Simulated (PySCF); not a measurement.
# B²⁺ (boron, charge +2) across methods

[He] 3d1, 2D determinant (an excited configuration). Computed with PySCF 2.14 in dyall-acv3z (15s9p4d2f, 76 functions), with the non-relativistic Hamiltonian (point nucleus).

| method | E (hartree) | mean ε 1s α (eV) | mean ε 1s β (eV) | mean ε 3d α (eV) | Σ⟨r²⟩ (bohr²) | ⟨S²⟩ |
| --- | --- | --- | --- | --- | --- | --- |
| PBEsol | -22.3972 | -220.78 | -220.76 | -11.800 | 13.90 | 0.750 |
| PBE0 | -22.5211 | -229.29 | -229.28 | -12.446 | 13.97 | 0.750 |
| wB97X-V | -22.5534 | -230.83 | -230.82 | -13.970 | 13.82 | 0.750 |
| PBE | -22.5171 | -221.92 | -221.91 | -11.998 | 13.65 | 0.750 |
| LC-wPBE | -22.5050 | -228.02 | -228.01 | -14.110 | 13.78 | 0.750 |
| LDA | -22.2599 | -219.96 | -219.95 | -11.601 | 14.43 | 0.750 |
| B97-3 | -22.5724 | -230.09 | -230.10 | -12.565 | 13.91 | 0.750 |
| r2SCAN | -22.5526 | -225.05 | -225.07 | -11.837 | 14.05 | 0.750 |

Q: Estimate the same row for UHF.

A: E (hartree) = -22.48367; mean ε 1s α (eV) = -250.61; mean ε 1s β (eV) = -250.61; mean ε 3d α (eV) = -13.536; Σ⟨r²⟩ (bohr²) = 15.11; ⟨S²⟩ = 0.750.

The outer electron is Rydberg-like, and this basis confines it to a smaller radius and binds it less than a complete one would.
